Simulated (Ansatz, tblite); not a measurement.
Forces on the cluster Sr₄⁻ at its r2SCAN/def2-TZVPD geometry. The state is a doublet with charge -1.

In the def2 sets Sr takes a core potential; there is no spin–orbit coupling. The xTB rows come from tblite. At r2SCAN/def2-TZVPD the charge -1 doublet is spin-contaminated (final ⟨S²⟩ up to 1.16, 0.75 for a pure state). At r2SCAN/def2-TZVPD the highest occupied level of the charge -1 doublet lies above zero (up to 0.14 eV). Its loss leaves the charge 0 singlet, which lies 1.04 eV higher (vertical, at r2SCAN/def2-TZVPD), but this difference is unsure: the singlet is doubtful (geometry relaxed on an unsound state). The geometry of the doublet was relaxed on an unsound state (⟨S²⟩ 1.16, where a pure state has 0.75). The structure comes from a short search, and lower isomers may exist.

GFN1-xTB (tblite), largest force 0.03 eV/Å:

```xyz
4
positions Å, forces eV/Å
Sr   -2.395   -0.612    0.472    0.027    0.009   -0.002
Sr    0.811    1.601    1.764   -0.013   -0.018   -0.018
Sr    1.422   -2.076    0.028   -0.015    0.024   -0.004
Sr    0.162    1.087   -2.264    0.001   -0.015    0.024
```

GFN2-xTB (tblite), largest force 0.30 eV/Å:

```
Sr -0.285 -0.074 0.053
Sr 0.099 0.190 0.208
Sr 0.168 -0.247 0.006
Sr 0.017 0.131 -0.268
```

r2SCAN/def2-TZVPD (Ansatz), largest force 0.01 eV/Å:

```
Sr 0.003 -0.001 -0.004
Sr 0.002 -0.002 -0.004
Sr -0.003 0.002 0.004
Sr -0.003 0.001 0.004
```
